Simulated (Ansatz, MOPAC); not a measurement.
Gas-phase reaction in SMILES: [SiH2]=C (CH4Si) [methylidenesilane] → [SiH]=C (CH3Si) + H atom (the H-Si bond breaks)

Wanted: bond dissociation energy (enthalpy at 298 K), in kcal/mol. Conventions: spin-orbit terms left out; 6-31G* and kin with 6d, 5d where marked; open shells spin-unrestricted; PM7 with its own dispersion and hydrogen-bond terms; no dispersion term unless named; non-relativistic. Ab initio and DFT rows: single points at B3LYP-D3(BJ) geometries (Ansatz, a first-principles code), with unscaled harmonic terms from B3LYP/6-31G* (Ansatz) at its own minima. Semi-empirical rows: MOPAC heats of formation at their own minima for 298 K.

```json
[
 {"species": "C=[SiH2] (CH4Si)", "coefficient": "-1", "E at PBE/6-31G* (Ansatz), Eh": "-329.70460", "E at B3LYP/def2-TZVPD (Ansatz), Eh": "-329.99090", "H(298 K) - E, kcal/mol": "28.16", "heat of formation at PM7 (MOPAC), kcal/mol": "30.54"},
 {"species": "C=[SiH] (CH3Si)", "coefficient": "+1", "E at PBE/6-31G* (Ansatz), Eh": "-329.06307", "E at B3LYP/def2-TZVPD (Ansatz), Eh": "-329.33867", "H(298 K) - E, kcal/mol": "21.87", "heat of formation at PM7 (MOPAC), kcal/mol": "57.32"},
 {"species": "H atom", "coefficient": "+1", "E at PBE/6-31G* (Ansatz), Eh": "-0.49743", "E at B3LYP/def2-TZVPD (Ansatz), Eh": "-0.50215", "H(298 K) - E, kcal/mol": "1.48", "heat of formation at PM7 (MOPAC), kcal/mol": "52.10"}
]
```

 1 Eh = 627.5095 kcal/mol.

Question: Work the quantity out at each level.

Answer: 
- PBE/6-31G*: the sum of coefficient times E is 0.14410 Eh, or 90.42 kcal/mol; the thermal terms add -4.81. Result: 85.6 kcal/mol.
- B3LYP/def2-TZVPD: the sum of coefficient times E is 0.15008 Eh, or 94.18 kcal/mol; the thermal terms add -4.81. Result: 89.4 kcal/mol.
- PM7: the sum of coefficient times heat of formation is 78.88 kcal/mol; it needs no thermal term.
